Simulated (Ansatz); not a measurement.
The cluster Si₂W₂, 4 atoms. Hardware: 4 threads of Arm Neoverse V1 on a shared host.

In the def2 sets W takes a core potential; there is no spin–orbit coupling. Correlated methods freeze 10 core orbitals; core or outer-core shells of W are correlated, in sets that lack core-valence functions.

**Question.** How many basis functions does each of these Ansatz runs have, and roughly what does it cost? PBE0-D4/def2-SVP, charge 0 singlet, energy with a search over starts; RPA@PBE/def2-TZVP, charge 0 triplet, energy, from earlier orbitals; PBE-D4/def2-TZVP, charge 0 unrestricted singlet, energy, from earlier orbitals; HF/def2-TZVP, charge 0 quintet, energy, from earlier orbitals; PBE0-D4/def2-SVP, charge 0 triplet, relaxation, 7 steps; PBE0-D4/def2-TZVP, charge 0 unrestricted singlet, energy, from earlier orbitals; r2SCAN0-D4/def2-TZVP, charge 0 quintet, energy, from earlier orbitals; PBE-D4/def2-TZVP, charge 0 quintet, energy, from earlier orbitals; ωB97M-V/def2-TZVP, charge 0 triplet, energy, from earlier orbitals; PBE0-D4/def2-TZVP, charge 1 doublet at the geometry of the charge 0 singlet, energy, from earlier orbitals; r2SCAN-D4/def2-TZVPD, charge -1 doublet at the geometry of the charge 0 singlet, energy, from earlier orbitals; PBE0-D4/def2-SVP, charge 0 unrestricted singlet, energy with a search over starts.

**Answer.** Other jobs shared the machine, so times can vary by a factor of up to 3. A dash marks memory too small to be measured apart from the calling script's.

```csv
run,functions,fitting or Cholesky vectors,wall time,peak host memory (GiB)
"PBE0-D4/def2-SVP, charge 0 singlet, energy with a search over starts",100,1086,2.8 s,–
"PBE-D4/def2-TZVP, charge 0 unrestricted singlet, energy, from earlier orbitals",154,1152,3.3 s,–
"PBE0-D4/def2-SVP, charge 0 unrestricted singlet, energy with a search over starts",100,966,4.3 s,–
"PBE-D4/def2-TZVP, charge 0 quintet, energy, from earlier orbitals",154,1152,4.9 s,–
"RPA@PBE/def2-TZVP, charge 0 triplet, energy, from earlier orbitals",154,1177,8 s,–
"HF/def2-TZVP, charge 0 quintet, energy, from earlier orbitals",154,1634,9.5 s,0.71
"PBE0-D4/def2-TZVP, charge 1 doublet at the geometry of the charge 0 singlet, energy, from earlier orbitals",154,1336,13 s,0.76
"r2SCAN-D4/def2-TZVPD, charge -1 doublet at the geometry of the charge 0 singlet, energy, from earlier orbitals",172,1242,14 s,–
"PBE0-D4/def2-TZVP, charge 0 unrestricted singlet, energy, from earlier orbitals",154,1336,16 s,0.77
"r2SCAN0-D4/def2-TZVP, charge 0 quintet, energy, from earlier orbitals",154,1336,38 s,0.87
"PBE0-D4/def2-SVP, charge 0 triplet, relaxation, 7 steps",100,1044,49 s,–
"ωB97M-V/def2-TZVP, charge 0 triplet, energy, from earlier orbitals",154,1240,67 s,1.1
```
